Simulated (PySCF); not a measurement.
C₄H₁₀BN, SMILES C1C[C@H](C)B1N.

Geometry: B3LYP-D3(BJ)/def2-SVP. The structure was generated by enumeration; whether it is a known compound was not checked. The values are those of a single conformer.

Two levels are set side by side: PBE/def2-TZVP (PySCF) and HF/def2-TZVP (PySCF). Same geometry, gas phase. Differences are taken from unrounded values.

```tsv
quantity	PBE
orbital gap (eV)	5.90
highest occupied level (eV)	-6.13
lowest empty level (eV)	-0.23
dipole moment (D)	1.68
mean polarisability (bohr³)	71.7
```

Task: These are the PBE values. What does HF give? (Estimate from the structure and the level; the computed values follow.)

Result: 
| quantity | HF | PBE minus HF |
|---|---|---|
| orbital gap (eV) | 13.94 | -8.04 |
| highest occupied level (eV) | -10.71 | 4.57 |
| lowest empty level (eV) | 3.24 | -3.46 |
| dipole moment (D) | 1.56 | 0.11 |
| mean polarisability (bohr³) | 64.4 | 7.3 |

Without exact exchange PBE keeps part of each electron's self-repulsion, which lifts occupied levels and narrows the gap. Loosely held outer electrons make PBE densities more polarisable. Differences between two approximate levels are no errors against the true value.

Rough cost on one machine, each run with all the roots and properties that it gave: HF against PBE about 1/3.
